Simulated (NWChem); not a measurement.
# Si3H7, doublet; SMILES [SiH2][SiH2][SiH3]

```xyz
10

Si     0.5119    -1.9326    -0.0039
Si    -0.8930    -0.0669     0.1105
Si     0.4333     1.8760     0.0344
H     -0.1726    -3.2715     0.1041
H      1.4368    -1.9187    -1.1942
H     -1.8990    -0.0385    -1.0175
H     -1.6560    -0.1166     1.4094
H     -0.4195     3.1157     0.0789
H      1.2392     1.8875    -1.2371
H      1.3797     1.8914     1.2045
```
Atoms are numbered in this order, from 1.

Results from NWChem. Pople sets run with spherical d functions. Spin-unrestricted. Geometry: optimised at PBE-D3(BJ)/def2-SVP, spin-unrestricted. No stability test was run on the SCF state. Level: M05-2X/6-31G* with SMD (1 M gas to 1 M solution), gas-phase geometry. Reactions with the solvent are ignored.

```json
[
 {"solvent": "water", "dielectric constant": "78.4", "solvation free energy (kcal/mol)": "3.6", "cavity-dispersion-structure term (kcal/mol)": "3.9", "dipole in solution (D)": "0.23"},
 {"solvent": "tetrahydrofuran", "dielectric constant": "7.43", "solvation free energy (kcal/mol)": "-0.2", "cavity-dispersion-structure term (kcal/mol)": "0.0", "dipole in solution (D)": "0.22"},
 {"solvent": "N,N-dimethylformamide", "dielectric constant": "37.2", "solvation free energy (kcal/mol)": "0.3", "cavity-dispersion-structure term (kcal/mol)": "0.6", "dipole in solution (D)": "0.23"},
 {"solvent": "acetonitrile", "dielectric constant": "35.7", "solvation free energy (kcal/mol)": "-0.1", "cavity-dispersion-structure term (kcal/mol)": "0.2", "dipole in solution (D)": "0.23"},
 {"solvent": "cyclohexane", "dielectric constant": "2.02", "solvation free energy (kcal/mol)": "-0.4", "cavity-dispersion-structure term (kcal/mol)": "-0.3", "dipole in solution (D)": "0.19"}
]
```
